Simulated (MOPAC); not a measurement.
Input for MOPAC: PM7 on WF, 2S+1 = 6, a spin state set in the input, which need not be the lowest, a point of a bond scan (R = 2.068 Å).

```
PM7 1SCF PRECISE CHARGE=0 UHF MS=2.5 THREADS=1
FW

W      0.00000000 1     0.00000000 1     0.00000000 1
F      0.00000000 1     0.00000000 1     2.06843900 1
```

It printed:

```
*******************************************************************************
 **                                                                           **
 **                              MOPAC v23.2.5                                **
 **                                                                           **
 *******************************************************************************
 ** MOPAC's Digital Object Identifier: https://doi.org/10.5281/zenodo.6511958 **
 **                                                                           **
 ** Please cite the open-source release paper for use of this MOPAC version:  **
 ** J. E. Moussa and J. J. P. Stewart (2026)                                  **
 ** MOPAC: An open-source semiempirical molecular orbital program             **
 ** J. Open Source Softw., 11(119), 8025, https://doi.org/10.21105/joss.08025 **
 *******************************************************************************

                              PM7 CALCULATION RESULTS

 *******************************************************************************
 *  PM7        - The PM7 Hamiltonian to be used
 *  UHF        - UNRESTRICTED HARTREE-FOCK CALCULATION
 *
 *
 *
 *                 CHARGE ON SYSTEM = 0
 *
 *
 *
 *  MS=        - IN MECI, MAGNETIC COMPONENT OF SPIN =  2.5
 *  PRECISE    - TIGHTER CRITERIA TO BE USED
 *  1SCF       - DO 1 SCF AND THEN STOP
 *  THREADS=1  - MULTI-THREADING NOT USED
 *  T=         - A TIME OF 172800.0 SECONDS REQUESTED
 *  DUMP=N     - RESTART FILE WRITTEN EVERY 7200.0 SECONDS REQUESTED
 *******************************************************************************
PM7 1SCF PRECISE CHARGE=0 UHF MS=2.5 THREADS=1
 FW

   ATOM   CHEMICAL          X               Y               Z
  NUMBER   SYMBOL      (ANGSTROMS)     (ANGSTROMS)     (ANGSTROMS)

     1       W          0.00000000  *   0.00000000  *   0.00000000  *
     2       F          0.00000000  *   0.00000000  *   2.06843900  *



          CARTESIAN COORDINATES

    NO.       ATOM           X           Y           Z

     1         W          0.0000      0.0000      0.0000
     2         F          0.0000      0.0000      2.0684

 General Reference for PM7:
 "Optimization of Parameters for Semiempirical Methods VI: More Modifications to the
 NDDO Approximations and Re-optimization of Parameters", J. J. P. Stewart, J. Mol. Mod., 1:32, 19 (2013)
 https://link.springer.com/article/10.1007/s00894-012-1667-x

           Empirical Formula: W F  =     2 atoms



      MOLECULAR POINT GROUP   :   C*v


          UHF CALCULATION, NO. OF ALPHA ELECTRONS =    9
                           NO. OF BETA  ELECTRONS =    4

 -------------------------------------------------------------------------------
 PM7 1SCF PRECISE CHARGE=0 UHF MS=2.5 THREADS=1
 FW



     1SCF WAS SPECIFIED, SO BFGS WAS NOT USED
     SCF FIELD WAS ACHIEVED


                              PM7 CALCULATION
                                                       MOPAC v23.2.5 Linux




          FINAL HEAT OF FORMATION =         97.96312 KCAL/MOL =     409.87768 KJ/MOL


          COSMO AREA              =         91.79 SQUARE ANGSTROMS
          COSMO VOLUME            =         79.82 CUBIC ANGSTROMS

          IONIZATION POTENTIAL    =          9.141231 EV
          ALPHA SOMO LUMO (EV)    =         -9.141  1.408
          BETA  SOMO LUMO (EV)    =        -13.433  2.222
          NO. OF ALPHA ELECTRONS  =          9
          NO. OF BETA  ELECTRONS  =          4
          MOLECULAR WEIGHT        =        202.8484         POINT GROUP:  C*v

          MOLECULAR DIMENSIONS (Angstroms)

            Atom       Atom       Distance
            F     2    W     1     2.06844
            F     2    W     1     0.00000
            W     1    F     2     0.00000


          SCF CALCULATIONS        =          1





   ATOM   CHEMICAL          X               Y               Z
  NUMBER   SYMBOL      (ANGSTROMS)     (ANGSTROMS)     (ANGSTROMS)

     1       W          0.00000000  *   0.00000000  *   0.00000000  *
     2       F          0.00000000  *   0.00000000  *   2.06843900  *

                             CARTESIAN COORDINATES

   1    W        0.000000000     0.000000000     0.000000000
   2    F        0.000000000     0.000000000     2.068439000


           Empirical Formula: W F  =     2 atoms



      MOLECULAR POINT GROUP   :   C*v


          ALPHA EIGENVALUES
 -36.65576 -14.19684 -13.89143 -13.89143 -10.66282 -10.66282  -9.56338  -9.56338
  -9.14123   1.40819   1.82864   1.82864   4.74070


           BETA EIGENVALUES
 -36.49913 -13.85204 -13.43280 -13.43280   2.22187   2.22187   2.43721   2.43721
   2.87125   5.61415   6.55040   6.55040   7.57636


              NET ATOMIC CHARGES AND DIPOLE CONTRIBUTIONS

  ATOM NO.   TYPE          CHARGE      No. of ELECS.   s-Pop       p-Pop       d-Pop
    1          W           0.613815        5.3862     0.15470     0.27189     4.95959
    2          F          -0.613815        7.6138     1.95691     5.65690
 DIPOLE           X         Y         Z       TOTAL
 POINT-CHG.     0.000     0.000    -6.098     6.098
 HYBRID         0.000     0.000     2.360     2.360
 SUM            0.000     0.000    -3.738     3.738


          ATOMIC ORBITAL ELECTRON POPULATIONS

     Atom    s        px        py        pz      x^2-y^2     xz        z^2       yz        xy
    1  W   0.15470   0.04743   0.04743   0.17703   1.00000   1.00285   0.95388   1.00285   1.00000
    2  F   1.95691   1.94972   1.94972   1.75746


                    (SZ)    =    2.500000
                    (S**2)  =    8.755082


          ATOMIC ORBITAL SPIN POPULATIONS

    Atom   Total    s     px     py     pz   x^2-y^2  xz     z^2    yz     xy
         Atomic
    1  W  4.9868  0.103  0.035  0.035  0.096  1.000  0.949  0.820  0.949  1.000
    2  F  0.0132  0.004  0.016  0.016 -0.023

 **********************
 *                    *
 * JOB ENDED NORMALLY *
 *                    *
 **********************




 == MOPAC DONE ==
```

The run finished.

Cost: around 0.03 core-seconds (rough).
